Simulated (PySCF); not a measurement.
Ge(H)2(F)(Br), SMILES [Br][GeH2][F] (H2BrFGe) at its CAM-B3LYP/def2-SVP optimised geometry (Å):

```
5

Ge    -0.8946    -0.2688     0.0000
F     -1.4070    -0.9819     1.4910
Br     1.3962    -0.2688     0.0000
H     -1.3957    -1.1730    -1.1233
H     -1.3962     1.1730     0.0000
```

Level of theory: CAM-B3LYP/def2-TZVP (PySCF).

Map of the electrostatic potential (hartree/e), clipped to [-0.08, 0.12] on the plane z = 0.8 Å:

```
|11111111111111111111000000000|
|11111111111111111110000000000|
|11111111111111111110000000000|
|11111112221111111100000000000|
|11111222222221111100000000000|
|11122222222222111100000000000|
|11122233333322211100000000000|
|11222334554333221100000000000|
|12222345666543322110000000000|
|12223356888765432211100000000|
|22223457999998654333321110000|
|22233569999999976678864311100|
|22234689999999999999999632110|
|22235799999999999999999953111|
|22235899999999999999999973211|
|12235899999999999999999984211|
|11234799999999999999999974211|
|11123699999999999999999953111|
|11112499999999999999999632110|
|11111279999999976689975321100|
|00000137999997643333332110000|
|00000012345554332111100000000|
|00000000112222211100000000000|
|00000000001111111000000000000|
|00000000000111100000000000000|
|00000000000000000000000000000|
|00000000000000000000000000000|
|00000000000000000000000000000|
|00000000000000000000000000000|
```
Scale: ten equal steps from -0.013 (start of '0') to 0.120 (end of '9'), in the order '0123456789'; x runs from -3.50 to 3.50, y from -3.50 (bottom) to 3.50 (top).
